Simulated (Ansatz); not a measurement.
Geometry optimisation, RKS PBE/def2-SVP (Ansatz 0.2.0).

Input:

```yaml
crystal:
  periodic: [false, false, false]
  atoms:
    - { symbol: W, position_ang: [0.0, 0.0, 0.0] }
    - { symbol: H, position_ang: [0.0, 0.0, 2.07] }
    - { symbol: H, position_ang: [1.72, 0.0, 0.0] }
    - { symbol: H, position_ang: [0.0, 1.72, 0.0] }
    - { symbol: H, position_ang: [-1.72, 0.0, 0.0] }
    - { symbol: H, position_ang: [0.0, -1.72, 0.0] }
    - { symbol: H, position_ang: [0.0, 0.0, -1.72] }
    - { symbol: Br, position_ang: [1.8861, 1.9648, 0.905] }
    - { symbol: H, position_ang: [0.6964, 0.7254, 2.129] }
basis:
  gaussian: { orbitals: def2-SVP }
hamiltonian:
  xc: pbe
relax:
  f_tol: 0.15
  max_steps: 25
  restrain:
    - { distance: [0, 7], at: 2.57, k: 30.0 }
    - { distance: [8, 1], at: 0.66, k: 30.0 }
    - { distance: [0, 1], at: 2.92, k: 30.0 }
    - { distance: [8, 7], at: 2.75, k: 30.0 }
```

Run as:

```bash
$ ansatz run input.yaml --threads 2 --pin off --max-ram 3072MiB --backend cpu --events-out ev --progress --plain --runs-dir out
```

Where does it end, and by what steps?

It converged. The restraints hold the end off the free minimum; the threshold counts their pulls, which the force column leaves out. Restrained pairs: W1–Br8 (2.87 → 2.55 Å), H2–H9 (1.01 → 0.73 Å), W1–H2 (2.07 → 2.92 Å), Br8–H9 (2.11 → 2.76 Å). After 8 steps the energy has fallen by 6.303 eV (the restraints' own energy left out); H4 moved furthest, 0.79 Å.

```tsv
step	energy less start (eV)	largest force component (eV/Å)	accepted
0	0.0000	4.676	yes
1	-1.3886	3.324	yes
2	-2.4640	4.619	yes
3	-3.5837	6.498	yes
4	-4.9707	6.213	yes
5	-6.0613	2.894	yes
6	-6.2737	1.438	yes
7	-6.2990	1.279	yes
8	-6.3028	1.258	yes
```

```xyz
9
Properties=species:S:1:pos:R:3
W 0.243 0.252 -0.401
H 0.111 0.109 2.507
H 1.447 -0.595 0.394
H -0.625 1.441 0.394
H -1.347 -0.090 0.089
H -0.082 -1.341 0.085
H 0.325 0.335 -2.120
Br 1.964 2.003 0.274
H 0.546 0.575 2.160
```

Run time: 35 s on 2 threads of Intel(R) Xeon(R) Platinum 8375C CPU @ 2.90GHz (Ice Lake), with other jobs on the host, peak memory 0.22 GiB.
